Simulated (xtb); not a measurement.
xtb input:

```bash
xtb mol.xyz --gfn 2 --sp --chrg -1 --uhf 0
```
mol.xyz:
```
3

Cu     0.00000000     0.00000000     0.00000000
F      0.00000000     0.00000000     1.73355785
F     -0.00000000    -0.00000000    -1.73355785
```

Task: Which total energy does the run end on?

Result: -13.68395 Eh (GFN2-xTB).

This state (charge -1, singlet) is run at the relaxed geometry of the species with charge 0 and multiplicity 2.
